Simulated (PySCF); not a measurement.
## Dipole polarisabilities along the alkaline earths, charge +2

Calculated with PySCF 2.14 for the ground configurations, without spin-orbit coupling: coupled response for Hartree-Fock and DFT. Mean α in bohr³, C₆ of like pairs in atomic units.

```json
{"species": "Be²⁺ 1s2 (aug-cc-pVQZ, non-relativistic)", "α UHF": "0.05062", "α PBE": "0.05397", "α PBE0": "0.05300", "C₆ UHF": "0.01007", "C₆ PBE": "0.01095", "C₆ PBE0": "0.01070"}
{"species": "Mg²⁺ [Ne] (aug-cc-pVQZ, non-relativistic)", "α UHF": "0.3142", "α PBE": "0.3563", "α PBE0": "0.3425", "C₆ UHF": "0.2147", "C₆ PBE": "0.2564", "C₆ PBE0": "0.2424"}
{"species": "Ca²⁺ [Ar] (aug-cc-pVQZ-X2C, spin-free X2C)", "α UHF": "3.157", "α PBE": "3.236", "α PBE0": "3.200", "C₆ UHF": "9.906", "C₆ PBE": "10.27", "C₆ PBE0": "10.11"}
{"species": "Sr²⁺ [Kr] (aug-cc-pVQZ-X2C, spin-free X2C)", "α UHF": "5.616", "α PBE": "5.750", "α PBE0": "5.681", "C₆ UHF": "26.52", "C₆ PBE": "27.35", "C₆ PBE0": "26.93"}
{"species": "Ba²⁺ [Xe] (aug-cc-pVQZ-X2C, spin-free X2C)", "α UHF": "10.29", "α PBE": "10.51", "α PBE0": "10.38", "C₆ UHF": "72.98", "C₆ PBE": "74.91", "C₆ PBE0": "73.80"}
```
